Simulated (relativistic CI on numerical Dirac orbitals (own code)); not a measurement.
Method of calculation: Dirac-Coulomb-Breit CI, separate exchange-only KLI orbitals for each configuration, QED by a radiative potential, unscaled Slater integrals (own radial code, finite nucleus).

Configuration list (outside the closed core [Ne]): 3s, 3p, 3d, 4s, 4p, 4d, 4f, 5s, 5p, 5d, 5f, 5g, 6s, 6p, 6d, 7s, 7p. Levels of other configurations are missing.

At this charge energies of transitions that change n are usually good to better than 1 %, and those within a shell (Δn = 0) to a few per cent.

Outline of the computed level scheme of Bi LXXIII. Lowest level of each configuration: 3s 2S_1/2 at 0.00 eV; 3p 2P°_1/2 at 192.41 eV; 3d 2D_3/2 at 1055.66 eV; 4s 2S_1/2 at 4312.59 eV; 4p 2P°_1/2 at 4391.74 eV; 4d 2D_3/2 at 4738.82 eV; 4f 2F°_5/2 at 4842.77 eV; 5s 2S_1/2 at 6226.65 eV; 5p 2P°_1/2 at 6266.23 eV.

Some strong electric-dipole decays among the lowest 15 levels: 4f 2F°_7/2 → 3d 2D_5/2 (4.0e+14 s⁻¹); 4f 2F°_5/2 → 3d 2D_3/2 (3.9e+14 s⁻¹); 4d 2D_5/2 → 3p 2P°_3/2 (2.0e+14 s⁻¹); 4d 2D_3/2 → 3p 2P°_1/2 (1.5e+14 s⁻¹); 4p 2P°_1/2 → 3s 2S_1/2 (1.1e+14 s⁻¹); 4s 2S_1/2 → 3p 2P°_3/2 (9.0e+13 s⁻¹); 5p 2P°_1/2 → 3s 2S_1/2 (6.0e+13 s⁻¹); 4p 2P°_3/2 → 3s 2S_1/2 (5.6e+13 s⁻¹).
